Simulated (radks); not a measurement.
Initial-state core-level shifts of the thallium ion Tl3+ when its valence configuration changes from [Xe] 4f14 5d10. Method: Dirac Kohn-Sham, BLYP, spin-unpolarised, spherical densities, finite nucleus; open shells are shared between the two j in proportion to 2j + 1; Fermi nuclear charge, rms radius 5.4759 fm; computed with a radial shooting solver on a logarithmic mesh with Libxc functionals. Shifts are changes of the shell-averaged eigenvalues in eV (positive: less bound); the change of the density at the nucleus, which sets a Mossbauer isomer shift, is in e/bohr^3, on a base of 2.524e+06.

valence,3p,4s,4d,5s,density at nucleus
4f14 5d9.5 6p0.5,-3.089,-3.058,-3.054,-2.888,+13.9
4f13 5d10 6s1,-21.907,-19.091,-17.850,-8.923,+515.8
4f14 5d8 6s2,-9.334,-9.174,-9.163,-8.443,+667.2
4f13 5d10 6p1,-23.563,-20.751,-19.506,-10.558,+223.2
4f14 5d9 6p1,-6.219,-6.152,-6.144,-5.791,+28.9
4f14 5d8 6p2,-12.576,-12.421,-12.401,-11.618,+62.5
4f14 5d9 6s1,-4.575,-4.503,-4.499,-4.170,+315.1
4f14 5d7 6s2 6p1,-15.887,-15.620,-15.595,-14.382,+751.8
4f13.5 5d10 6p0.5,-11.646,-10.286,-9.670,-5.248,+109.9
